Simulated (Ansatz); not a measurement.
Computed with Ansatz on PBE0-D4/def2-TZVP structures; ΔE is electronic, products minus reactants. CCSD(T)/CBS is the MP2 limit (def2-TZVPP, def2-QZVPP) plus CCSD(T) − MP2 in def2-TZVPP, frozen cores. This one scheme is used for every species. For Br, Ga outer-core shells are correlated without core-valence functions, which leaves a few kJ/mol of doubt a bond. Scalar relativity is left out up to krypton.

Consider the ligand exchange at a Ga–Br bond: `[GaH2][Br]` + `[SiH3]N[SiH3]` → `[SiH3][N]([SiH3])[GaH2]` + HBr.

```json
{"species": "`[GaH2][Br]`", "SCS-MP2/def2-TZVPP energy (Eh)": "-4497.35350"}
{"species": "`[SiH3]N[SiH3]`", "SCS-MP2/def2-TZVPP energy (Eh)": "-636.97351"}
{"species": "`[SiH3][N]([SiH3])[GaH2]`", "SCS-MP2/def2-TZVPP energy (Eh)": "-2561.02516"}
{"species": "HBr", "SCS-MP2/def2-TZVPP energy (Eh)": "-2573.27456"}
```

(1) Work out ΔE.

Largest T1 diagnostic among the species: 0.014.

## Answers

(1) ΔE = (-2561.02516) + (-2573.27456) − (-4497.35350) − (-636.97351) = 0.02729 Eh = +71.6 kJ/mol. CCSD(T)/CBS gives +70.8 kJ/mol.

At CCSD(T), def2-SVP lies −6.0 kJ/mol from the extrapolated value and def2-TZVPP −2.0 kJ/mol. The D4 term adds −12.7 kJ/mol with B3LYP and −7.0 kJ/mol with PBE0; it sums over pairs of atoms, weighted by their polarisabilities, and B3LYP, whose exchange is more repulsive, gets the larger term.

B3LYP here is the variant with VWN-RPA as its local correlation; programs differ in this.
